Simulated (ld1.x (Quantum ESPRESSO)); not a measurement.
# Before and after: TM potential for iodine

- Element: I (Z = 53)
- Generator: ld1.x (Quantum ESPRESSO) 7.5
- Type: norm-conserving Troullier–Martins (Kleinman–Bylander form)
- Functional: LDA (PZ)
- Relativity: non-relativistic
- Frozen core: [Kr]
- Valence charge: 17
- Reference configuration: 4d10 5s2 5p5
- Partial waves: 5s (bound): rc 1.35 bohr; 5p (bound): rc 1.90 bohr; 4d (bound): rc 1.40 bohr
- Local potential: all-electron potential smoothed inside 1.15 bohr (lloc = -1)
- Core correction: a·sin(br)/r model core inside 1.35 bohr

All-electron outer shells of the reference configuration (LDA (PZ), non-relativistic, ld1.x):

```tsv
shell	level (eV)	outermost node (bohr)	outermost maximum (bohr)
4s	-166.41	0.39	0.71
4p	-124.42	0.38	0.73
4d	-52.73	0.35	0.77
5s	-16.23	0.92	1.76
5p	-7.30	0.97	2.05
```

Change: fully relativistic.

Cutoffs: the cutoffs (Ry, on a coarse ladder) from which the occupation-weighted sum of valence levels, in a spherical-Bessel basis at the reference potential, stays within 10 and 1 mRy of its value at 400 Ry; they do not see the model core or the augmentation charge, which bear on the density cutoff. Errors are all-electron minus pseudo energies relative to the spin-unpolarised reference configuration.

What does the change do?

The potential gets neither clearly harder nor softer (110 Ry and 200 Ry → 110 Ry and 200 Ry); both files keep a bound ghost (p, s); the number of tests that count goes from 8 to 5; of the 5 tests that both files solve, the error grows in 0 and shrinks in 4 by more than 15 % and 0.3 meV (median size 6.9 → 5.5 meV).

| quantity | base | changed |
| --- | --- | --- |
| cutoff, loose | 110 Ry | 110 Ry |
| cutoff, tight | 200 Ry | 200 Ry |
| bound ghosts | s, p | s, p3/2, p1/2 |
| tests counted (converged, no solver errors) | 8 of 9 | 5 of 7 |
| error for 4d10 5s2 5p4, meV [ΔE 11.33 eV] | +1.2 | +0.8 |
| error for 4d10 5s2 5p3, meV [ΔE 31.35 → 31.43 eV] | +6.9 | +5.5 |
| error for 4d10 5s2 5p2, meV [ΔE 60.84 → 61.08 eV] | +21 | +18 |
| error for 4d10 5s1 5p5, meV [ΔE 20.81 → 22.35 eV] | -5.7 | -4.2 |
| error for 4d10 5s1 5p6, meV [ΔE 9.00 → 10.46 eV] | -9.9 | -7.3 |
| s: phases at 2.06 bohr within 0.05 rad from the reference energy up to (Ry; the scan ends near 5) | 3.3 | 3.3 |

Base: Tests not counted: 4d9 5s2 5p5 (solver errors, printed error -2943 eV). Changed file: Tests not counted: 4d9 5s2 5p5 (solver errors, printed error -2831 eV); 4d10 5s2 5p1 (solver errors, printed error -14.6 eV). A true bound ghost makes a file unfit for plane-wave use even where its test errors are small: the radial tests pick states by their node count and pass the ghost by. Where a test does run into it, the solver fails or the error is huge.
